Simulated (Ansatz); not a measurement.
**CaF: a line through the functionals**

CaF has 2 atoms, charge 0, and is taken as a doublet. SMILES: `[F][Ca]`. The coordinates come from a PBE0-D4/def2-TZVP relaxation.

The electronic atomisation energy y, in eV, basis def2-TZVPP; a is the functional's share of exact exchange. Programs: Ansatz 0.2.0.

| functional | program | a | y (eV) |
| --- | --- | --- | --- |
| U-r2SCAN | Ansatz | 0 | 5.94 |
| U-revPBE | Ansatz | 0 | 5.71 |
| UB3LYP | Ansatz | 0.2 | 5.54 |
| U-r2SCAN0 | Ansatz | 0.25 | 5.54 |
| UPBE0 | Ansatz | 0.25 | ? |
| UBHLYP | Ansatz | 0.5 | 5.10 |

Question: Fit y = c + s·a to the known rows and predict UPBE0.

Answer: 
1. Means of the 5 rows: a = 0.1900, y = 5.566.
2. Σ(Δa)² = 0.172, Σ(Δa·Δy) = -0.2447, so the slope is -0.2447/0.172 = -1.4227.
3. Intercept: 5.566 − (-1.4227) × 0.1900 = 5.836. The largest residual of the fit is 0.13.
4. UPBE0: 5.836 + (-1.4227) × 0.25 = 5.48 eV.

The run gave 5.54 eV, so the prediction is off by -0.06 eV, within the largest residual. The rows mix families of semi-local functionals, which the line can't see.
